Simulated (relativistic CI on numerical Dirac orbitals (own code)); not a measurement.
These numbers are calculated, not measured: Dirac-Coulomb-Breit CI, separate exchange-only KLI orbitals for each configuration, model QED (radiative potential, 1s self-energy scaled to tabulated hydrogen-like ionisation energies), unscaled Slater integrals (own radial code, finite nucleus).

Configurations in the expansion (outside the closed core [Ne]): 3s²3p⁶3d⁸, 3s²3p⁵3d⁹, 3s²3p⁴3d¹⁰, 3s3p⁶3d⁹, 3p⁶3d¹⁰, 3s²3p⁶3d⁷4s, 3s3p⁵3d¹⁰, 3s²3p⁶3d⁷4p, 3s²3p⁶3d⁷4d, 3s²3p⁶3d⁶4s², 3s²3p⁶3d⁷4f, 3s²3p⁵3d⁸4s, 3s²3p⁴3d⁹4s, 3s²3p⁶3d⁶4s4p, 3s²3p⁶3d⁷5s, 3s²3p⁴3d⁹4p, 3s²3p⁵3d⁸4p, 3s²3p⁶3d⁶4p², 3s²3p⁶3d⁷5p, 3s²3p⁶3d⁶4s4d, 3s²3p⁶3d⁷5d, 3s²3p⁴3d⁹4d, 3s²3p⁶3d⁶4p4d, 3s3p⁵3d⁹4s, 3s²3p⁵3d⁸4d, 3s²3p⁶3d⁷5f, 3s3p⁶3d⁸4s, 3s²3p⁵3d⁷4s², 3s²3p⁶3d⁷5g, 3s3p⁵3d⁹4p, 3s²3p⁶3d⁶4d², 3s²3p⁶3d⁷6s, 3s²3p⁵3d⁷4s4p, 3s²3p⁶3d⁷6p, 3s3p⁶3d⁸4p, 3s²3p⁶3d⁷6d. Levels of other configurations are missing.

At this charge energies of transitions that change n are usually good to better than 1 %, and those within a shell (Δn = 0) to a few per cent. Terms inside the open d or f shell come out 10 to 20 % too wide with unscaled integrals.

Outline of the computed level scheme of Ru XIX. Lowest level of each configuration: 3s²3p⁶3d⁸ ³F4 at 0.000 eV; 3s²3p⁵3d⁹ ³F°4 at 171.572 eV; 3s3p⁶3d⁹ ³D3 at 303.744 eV; 3s²3p⁶3d⁷4s ⁵F5 at 304.704 eV.

Some strong electric-dipole decays among the lowest 45 levels: 3s²3p⁵3d⁹ ¹F°3 → 3s²3p⁶3d⁸ ¹G4 (9.2e+11 s⁻¹); 3s²3p⁵3d⁹ ³D°1 → 3s²3p⁶3d⁸ ³F2 (4.2e+11 s⁻¹); 3s²3p⁵3d⁹ ³P°0 → 3s²3p⁶3d⁸ ³P1 (3.8e+11 s⁻¹); 3s²3p⁵3d⁹ ³D°3 → 3s²3p⁶3d⁸ ³F4 (3.1e+11 s⁻¹); 3s²3p⁵3d⁹ ³D°2 → 3s²3p⁶3d⁸ ³F3 (3.1e+11 s⁻¹); 3s²3p⁵3d⁹ ³P°2 → 3s²3p⁶3d⁸ ³F3 (2.6e+11 s⁻¹); 3s²3p⁵3d⁹ ³F°3 → 3s²3p⁶3d⁸ ³F4 (2.5e+11 s⁻¹); 3s²3p⁵3d⁹ ¹D°2 → 3s²3p⁶3d⁸ ³F2 (2.1e+11 s⁻¹).

LS names give the leading component of a level, which can be under half, so a name can repeat, a term be missing and a line seem to break the LS rules.
